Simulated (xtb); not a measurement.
C₂H₃Cl₂InO₂, SMILES CC(=O)[O][In]([Cl])[Cl]. All values are semi-empirical tight-binding results from xtb (GFN2-xTB unless named), good for trends rather than for accurate numbers. The structure is a stationary point at GFN2-xTB. Other conformers were not sampled.

Optimised geometry:

```xyz
10

In    -0.0323     0.4524     0.1243
Cl     1.3373     1.8244    -1.0899
Cl    -1.5342     0.7937     1.8157
O     -0.6867    -1.2685    -1.1314
C      0.1533    -1.9978    -0.5561
C      0.2482    -3.4472    -0.9474
O      0.9062    -1.5589     0.3424
H      1.2195    -3.8431    -0.6665
H      0.0757    -3.5488    -2.0152
H     -0.5304    -3.9912    -0.4150
```

For metal compounds this method's bond lengths and energies can be far off.

Computed properties:
* **orbital gap**: 3.34 eV
* **zero-point energy**: 32.1 kcal/mol
* **G − E(el) at 298.15 K (modified RRHO)**: 7.9 kcal/mol

Computed atomic charges and the Wiberg bond orders between heavy atoms:
charges (e) In1 0.30, Cl2 -0.06, Cl3 -0.06, O4 -0.35, C5 0.39, C6 -0.14, O7 -0.35, H8 0.09, H9 0.09, H10 0.10. Bond orders In1–Cl2 1.07, In1–Cl3 1.07, In1–O4 0.47, O4–C5 1.44, C5–C6 0.97, In1–O7 0.47, C5–O7 1.44.
